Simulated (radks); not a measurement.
Values are calculated unless marked as measured or tabulated.
Initial-state core-level shifts of the antimony ion Sb3+ when its valence configuration changes from [Kr] 4d10 5s2. Level of theory: scalar-relativistic Kohn-Sham, r2SCAN, spin-polarised, spherical densities, finite nucleus; open shells are filled with parallel spins first (spin-orbit coupling, left out, can overturn this in heavy ions); meta-GGA in the generalised Kohn-Sham scheme; Fermi nuclear charge, rms radius 4.6802 fm (a radial shooting solver on a logarithmic mesh with Libxc functionals). Shifts are changes of the shell-averaged eigenvalues in eV (positive: less bound); the change of the density at the nucleus, which sets a Mossbauer isomer shift, is in e/bohr^3, on a base of 2.15e+05.

| valence | 1s | 3d | 4s | 4p | density at nucleus |
|---|---|---|---|---|---|
| 4d10 5p2 | -2.680 | -2.653 | -2.656 | -2.636 | -122.92 |
| 4d9 5s2 5p1 | -9.305 | -9.444 | -8.019 | -7.673 | +19.80 |
| 4d9.5 5s2 5p0.5 | -4.647 | -4.717 | -4.036 | -3.865 | +9.49 |
| 4d8 5s2 5p2 | -18.674 | -18.946 | -15.842 | -15.131 | +41.83 |
| 4d8.5 5s1.5 5p2 | -14.497 | -14.711 | -12.472 | -11.939 | -3.09 |
| 4d10 5s1 5p1 | -1.244 | -1.239 | -1.253 | -1.244 | -62.35 |
| 4d8 5s1 5p3 | -19.531 | -19.833 | -16.727 | -16.005 | -28.91 |
| 4d9 5s1.5 5p1.5 | -9.870 | -10.012 | -8.582 | -8.230 | -12.74 |
| 4d8.5 5s2 5p1.5 | -13.979 | -14.186 | -11.953 | -11.427 | +30.63 |
